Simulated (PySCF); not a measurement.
C₅H₁₀Si.
Bonds: C1–C2, C2–C3, C3–Si4, Si4–C5, C5–C6, C1–C3, Si4–C6. Hydrogens: H7, H8 on C1; H9, H10 on C2; H11 on C3; H12 on Si4; H13, H14 on C5; H15, H16 on C6.

Computed, not measured: PBE0-D3(BJ)/def2-SVP geometry optimisation, gas phase in PySCF 2.14.0.

(1) List the bond lengths, angles and torsions at this level.

Answers

(1) 
```tsv
bond	length (pm)
C1–C2	149.2
C3–Si4	185.6
Si4–C5, Si4–C6	185.7
C5–C6	154.7
C1–C3, C2–C3	151.1
C1–H7, C2–H9	109.5
C1–H8, C2–H10	109.3
C3–H11	109.6
Si4–H12	148.8
C5–H13, C6–H16	109.6
C5–H14, C6–H15	109.6
```

Bonds in one row agree within 1 pm and their mean is given. A selection of angles:
```tsv
angle	degrees
C2–C1–C3	60.4
C2–C1–H7	118.3
C2–C1–H8	118.4
C3–C1–H7	118.4
C3–C1–H8	117.6
H7–C1–H8	113.8
C2–C3–Si4	120.8
C2–C3–H11	115.5
Si4–C3–H11	114.3
C1–C3–C2	59.1
C3–Si4–C5	121.6
C3–Si4–H12	113.1
C5–Si4–C6	49.3
C5–Si4–H12	118.5
Si4–C5–C6	65.4
Si4–C5–H13	119.8
Si4–C5–H14	119.2
C6–C5–H13	116.5
C6–C5–H14	116.4
H13–C5–H14	112.0
C5–C6–H16	116.6
```

Dihedral angles: C1–C2–C3–Si4 -110° (anticlinal); C2–C3–Si4–C5 180° (antiperiplanar); C3–Si4–C5–C6 106° (anticlinal); C3–Si4–C6–C5 -106° (anticlinal). The mirror-image conformer, all signs reversed, is as good.

The 3-membered ring C1–C2–C3 has internal angles of 59.1° to 60.4°. Si4 (SiH silicon) has angles from 49.3° to 121.6°. The 3-membered ring Si4–C5–C6 has internal angles of 49.3° to 65.4°. All 3 C–Si bonds measure 1.856 to 1.857 Å. The 4 C–C bonds span 1.492 Å (C1–C2, drawn single) to 1.547 Å (C5–C6, drawn single), a spread of 0.055 Å.

Point group: near Cs, missed by 0.20 Å at most; the miss may be what the optimiser left on a soft mode. Not checked by PBE0-D3(BJ)/def2-SVP frequencies. One conformer, not necessarily the lowest.
